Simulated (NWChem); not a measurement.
# HTeOF; SMILES O[Te]F

```xyz
4

Te     0.2949     0.0246     0.0242
F     -0.6900    -1.6468    -0.0369
O     -1.2429     1.2502    -0.0818
H     -1.6027     1.3612     0.8088
```
Atoms are numbered in this order, from 1.

Program: NWChem. The geometry was optimised at PBE0/def2-SVP. def2 effective core potentials on Te; no spin-orbit coupling. Level: PBE0/def2-SVPD; the question gives the wavelength of the field.

### Question
Estimate the computed values for field static. Quantities: isotropic polarisability (bohr³); anisotropy (bohr³).

### Answer
```json
{
 "isotropic polarisability (bohr³)": "44.3",
 "anisotropy (bohr³)": "6.3"
}
```
